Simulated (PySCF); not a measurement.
Species: C4H9Al.
Geometry (GFN2-xTB, Å), atoms numbered from 1 in this order:
```
atom  x, y, z in Å
C1    -1.788   -1.197   -0.401
C2    -0.962   -0.229    0.002
C3    -1.476    1.023    0.656
Al4    0.936   -0.691   -0.396
C5     2.553    0.429   -0.093
H6    -1.381   -2.090   -0.868
H7    -2.865   -1.166   -0.293
H8    -2.565    1.039    0.705
H9    -1.134    1.900    0.106
H10   -1.077    1.103    1.668
H11    1.068   -2.109   -1.011
H12    2.660    0.758    0.948
H13    2.559    1.344   -0.699
H14    3.471   -0.115   -0.346
```

Vertical excitations from PySCF (density fitting, frozen core in the response, grid level 2 and gas phase unless stated; continuum runs use non-equilibrium linear response for the excitations) on a GFN2-xTB geometry. Reference run:

```json
{"settings": "CAM-B3LYP/def2-SVPD, full TDDFT, 8 singlets", "S1, eV (f)": "5.08 (0.000)", "S2, eV (f)": "5.59 (0.003)", "S3, eV (f)": "5.80 (0.114)", "S4, eV (f)": "6.68 (0.002)", "S5, eV (f)": "6.89 (0.023)", "S6, eV (f)": "6.90 (0.130)", "T1, eV (Tamm–Dancoff)": "4.08", "mean α (au)": "77.3"}
```

Q: What do these settings give: (1) PBE0/def2-SVPD, grid level 3, start guess atom, full TDDFT, 6 singlets; (2) LC-wPBE/def2-SVPD, IEF-PCM tetrahydrofuran, grid level 1, TDA, 1 singlet?

A: 
```tsv
settings	S1, eV (f)	S2, eV (f)	S3, eV (f)	S4, eV (f)	S5, eV (f)	S6, eV (f)	T1, eV (Tamm–Dancoff)	mean α (au)
PBE0/def2-SVPD, grid level 3, start guess atom, full TDDFT, 6 singlets	4.92 (0.000)	5.39 (0.004)	5.52 (0.089)	6.51 (0.001)	6.62 (0.016)	6.67 (0.094)	4.00	78.2
LC-wPBE/def2-SVPD, IEF-PCM tetrahydrofuran, grid level 1, TDA, 1 singlet	5.48 (0.000)	–	–	–	–	–	4.09	95.7
```

(1) S1 moves by -0.16 eV (PBE0 has 25 % exact exchange, CAM-B3LYP range-separated exact exchange). (2) S1 moves by +0.40 eV; functional, environment and response scheme change together, so the shift can't be laid on one. States are counted by energy in each run and needn't keep their character from row to row.

Q: Give the leading configurations of S1 (H = HOMO, L = LUMO) and the HOMO–LUMO gap of each run.

A: 
| settings | S1 configurations (weight) | S1 (eV) | orbital gap (eV) | S1 − gap (eV) |
| --- | --- | --- | --- | --- |
| CAM-B3LYP/def2-SVPD, full TDDFT, 8 singlets | H−1→L 0.97 | 5.08 | 8.63 | -3.55 |
| PBE0/def2-SVPD, grid level 3, start guess atom, full TDDFT, 6 singlets | H−1→L 0.97 | 4.92 | 6.36 | -1.44 |
| LC-wPBE/def2-SVPD, IEF-PCM tetrahydrofuran, grid level 1, TDA, 1 singlet | H→L 0.91 | 5.48 | 11.33 | -5.85 |

The species at its GFN2-xTB geometry (one conformer only).
